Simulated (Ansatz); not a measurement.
Input for Ansatz (an electronic-structure program): R-wB97M-V/def2-TZVPP on CH3Cl3Si (SMILES C[Si](Cl)(Cl)Cl).

Ansatz 0.2 input:
```yaml
crystal:
  periodic: [false, false, false]
  atoms:
    - {symbol: C, position_ang: [-1.03283841, -0.20128603, 0.03589494]}
    - {symbol: Si, position_ang: [0.77747846, 0.15152979, -0.02701521]}
    - {symbol: Cl, position_ang: [1.69018360, -1.01749016, -1.44217394]}
    - {symbol: Cl, position_ang: [1.11189028, 2.11781413, -0.50050590]}
    - {symbol: Cl, position_ang: [1.64952312, -0.23274636, 1.78796961]}
    - {symbol: H, position_ang: [-1.20014506, -1.24907488, 0.28833605]}
    - {symbol: H, position_ang: [-1.50895514, 0.42515462, 0.79118343]}
    - {symbol: H, position_ang: [-1.48723687, 0.00609888, -0.93368898]}
basis:
  gaussian:
    orbitals: def2-TZVPP
hamiltonian:
  xc: {name: wB97M-V}
scf: {lower_state_search: off}
```

Program output:

```
WARN ansatz: RAYON_NUM_THREADS=4 ignored (pool sized by the plan → 4); use --threads N
Functional definition: wB97M-V
these checks for a lower state are left out or cut short: stability, starts, cluster_reference, orbital_swaps, neighbouring_geometries, increment
integrals: 0.32 GiB planned
1578 factors; their error is unknown
integrals: 0.35 GiB planned
275 factors; integrals over basis functions are off by at most 3.1e-5 eV
mean field: 2.24 GiB planned
mean field evaluation 1: about -46532.2228 eV, gradient 3.9e1 eV
mean field evaluation 2: about -46533.7028 eV, gradient 2.9e1 eV
mean field evaluation 4: about -46535.4738 eV, gradient 9.0e-1 eV
mean field evaluation 8: about -46535.4833 eV, gradient 1.6e-2 eV
mean field evaluation 16: about -46535.5282 eV, gradient 2.5e-5 eV
mean field -46535.52823660 eV, -1710.1491197810 hartree, gradient 6.1e-6 eV, S^2 0.000000; 0 other end points of the search recorded, 0 dependent functions left out
reference -46535.52828148 eV, -1710.1491214305 hartree; 37, 37 occupied and 204, 204 virtual orbitals, 1578 factors
Total energy: -46535.52828148 eV, -1710.1491214305 hartree
Checks for a lower state left out: stability, starts, cluster_reference, orbital_swaps, neighbouring_geometries, increment
```

The run converged.

Cost: very roughly 12 core-seconds.
